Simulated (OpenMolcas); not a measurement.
**d1 ions of charge +4 down a group with 6 ammonia ligands in octahedral coordination**

- Program: OpenMolcas
- Method: SS-CASPT2, IPEA 0.25 Eh, imaginary shift 0.1 Eh
- Spin-orbit coupling: state interaction with AMFI integrals over the reference wave functions

The d shell is active; CASPT2 correlates the ligand valence shells and the outer metal core. Anionic complexes are neutralised by point charges behind the ligands. Distances were set from a Shannon-type radius of the metal (high-spin where two are listed, low-spin for CN, NH3 and NCH) plus a fixed donor radius (NH3 1.42 Å). Ligand basis ANO-RCC-VDZP, DKH2 Hamiltonian. Energies in cm-1 above the lowest state or level, χT in cm3 K/mol. Spin-only χT is S(S+1) / 2 for the spin of the ground state.

```json
{"Ion": "V4+", "Shell": "3d1", "R (Å)": "2", "Metal basis": "ANO-RCC-VTZP", "Ground state": "2S+1 = 2", "First state of that spin": "260", "First gap with spin-orbit (degeneracies)": "120 (2, 2)", "χT at 300 K": "0.387", "Spin-only χT": "0.375"}
{"Ion": "Nb4+", "Shell": "4d1", "R (Å)": "2.1", "Metal basis": "ANO-RCC-VTZP", "Ground state": "2S+1 = 2", "First state of that spin": "3", "First gap with spin-orbit (degeneracies)": "2 (2, 2)", "χT at 300 K": "0.173", "Spin-only χT": "0.375"}
```

χT departs most from the spin-only value for Nb4+, by -0.202 cm3 K/mol.

Over all roots computed the reference weight is 0.69 in V4+, 0.69 to 0.70 in Nb4+; a low but even weight reflects the number of correlated electrons. Ligand-to-metal charge-transfer states are missing. With one d shell and no ligand orbital active, 10Dq can be off by a tenth or more. An orbital doublet at a regular site is open to a Jahn-Teller distortion, which this geometry leaves out (holds for V4+). The least metal-like active orbital is 75 % on the metal (Löwdin) and no ligand orbital is active, so the numbers are rough (holds for V4+). Spin-orbit coupling mixes the spin-free states strongly: the lowest level takes only 67 % from its leading state, an unlabelled state of the same spin as most of the rest (holds for Nb4+). The least metal-like active orbital is 71 % on the metal (Löwdin) and no ligand orbital is active, so the numbers are rough (holds for Nb4+). No measured value stands beside these numbers; the geometry was imposed, not optimised, and the real ion may take another.

A state without a sure symmetry label is named by its multiplicity alone.
